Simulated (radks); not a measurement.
Ionisation of the rubidium ion Rb2+, [Ar] 3d10 4s2 4p5, to [Ar] 3d10 4s2 4p4 as the strength of local exchange is varied. Method: non-relativistic Kohn-Sham, Slater X-alpha exchange (alpha = 2/3 is LDA exchange), no correlation, spin-unpolarised, spherical densities, point nucleus; relativity is left out, which matters for an element this heavy; computed with a radial shooting solver on a logarithmic mesh with Libxc functionals.

alpha = 0.6: E(Rb2+) (hartree) -2922.70489; exchange (hartree) -82.43329; IE (eV) 37.543; -e of the level emptied (eV) 31.204 (4p); <r> of it (bohr) 1.669
alpha = 0.667: E(Rb2+) (hartree) -2931.92340; exchange (hartree) -91.90621; IE (eV) 38.736; -e of the level emptied (eV) 32.344 (4p); <r> of it (bohr) 1.651
alpha = 0.692: E(Rb2+) (hartree) -2935.37003; exchange (hartree) -95.45463; IE (eV) 39.186; -e of the level emptied (eV) 32.775 (4p); <r> of it (bohr) 1.645
alpha = 0.775: E(Rb2+) (hartree) -2946.83970; exchange (hartree) -107.28893; IE (eV) 40.698; -e of the level emptied (eV) 34.224 (4p); <r> of it (bohr) 1.624
alpha = 0.925: E(Rb2+) (hartree) -2967.67264; exchange (hartree) -128.88483; IE (eV) 43.501; -e of the level emptied (eV) 36.917 (4p); <r> of it (bohr) 1.588
alpha = 0.935: E(Rb2+) (hartree) -2969.06628; exchange (hartree) -130.33410; IE (eV) 43.691; -e of the level emptied (eV) 37.100 (4p); <r> of it (bohr) 1.586
alpha = 1.034: E(Rb2+) (hartree) -2982.89567; exchange (hartree) -144.74616; IE (eV) 45.595; -e of the level emptied (eV) 38.935 (4p); <r> of it (bohr) 1.564

NIST Atomic Spectra Database: 39.247 eV (semi-empirical). The Delta-SCF value meets it near alpha = 0.70. Relativity is left out here, which matters for elements this heavy. Spin polarisation and multiplet splitting are left out, so open shells lie too high by an amount that depends on their filling.

Beside tabulated values, note that spin-unpolarised runs miss the spin-polarisation part of the exchange energy of open shells.
